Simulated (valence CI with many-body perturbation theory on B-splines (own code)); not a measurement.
## Which ion has this spectrum?

A relativistic CI+MBPT calculation for an atom or ion with 6 electrons gives these levels (Ry):

| J | Parity | E | g |
| --- | --- | --- | --- |
| 0 | even | 0.000 |  |
| 1 | even | 22.436 | 1.48 |
| 2 | even | 23.571 | 1.17 |
| 2 | odd | 35.717 | 1.58 |
| 1 | odd | 40.105 | 1.08 |
| 2 | even | 46.900 | 1.30 |
| 0 | even | 49.804 |  |
| 2 | odd | 57.045 | 1.54 |
| 3 | odd | 59.558 | 1.31 |
| 0 | odd | 62.215 |  |
| 1 | odd | 63.272 | 1.29 |
| 2 | odd | 64.023 | 1.07 |
| 1 | odd | 64.285 | 1.36 |
| 2 | even | 78.351 | 1.33 |

The energies are calculated, and their last digits are not significant.

Q: Which is it?
A. I47+
B. Ba50+
C. Cs49+
D. Sb45+

A: A. I47+, ground level (2s^2 2p1/2^2) J=0.
